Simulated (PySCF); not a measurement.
**Finite-field polarisability of I (iodine, neutral)**

[Kr] 4d10 5s2 5p5, 2P determinant. All numbers are calculated (PySCF 2.14, scalar relativity by spin-free X2C-1e, in ANO-RCC-VTZP). Frozen: [Kr] 4d10. Energy changes in a uniform field (μhartree):

| axis | F (au) | HF | MP2 | CCSD | CCSD(T) |
| --- | --- | --- | --- | --- | --- |
| x | 0.0032 | -101.350 | -100.474 | -100.224 | -100.101 |
| x | 0.0064 | -405.412 | -401.904 | -400.905 | -400.414 |
| y | 0.0031 | -101.868 | -100.841 | -100.457 | -100.380 |
| y | 0.0062 | -407.489 | -403.381 | -401.843 | -401.535 |

By symmetry the remaining axis equals y.

(1) Derive α along x at CCSD(T) from the two fields.

(2) And the mean polarisability at each level?

CCSD(T) lies more than 5 % below the reference, which points to too few diffuse and polarisation functions.

The basis has no added diffuse functions, which lowers α.

## Answers

(1) With ΔE = −αF²/2 − γF⁴/24, α = −(16 ΔE(F) − ΔE(2F))/(6F²) = 19.55 bohr³.

(2) The components xx, yy, zz at CCSD(T) are 19.55, 20.89, 20.89, the third axis being equal by symmetry to one of the two computed. Means: HF 20.73, MP2 20.53, CCSD 20.46, CCSD(T) 20.44 bohr³. Reference: 32.9 ± 1.3 bohr³ (recommended; Schwerdtfeger and Nagle, table of static dipole polarizabilities (2023 update)).
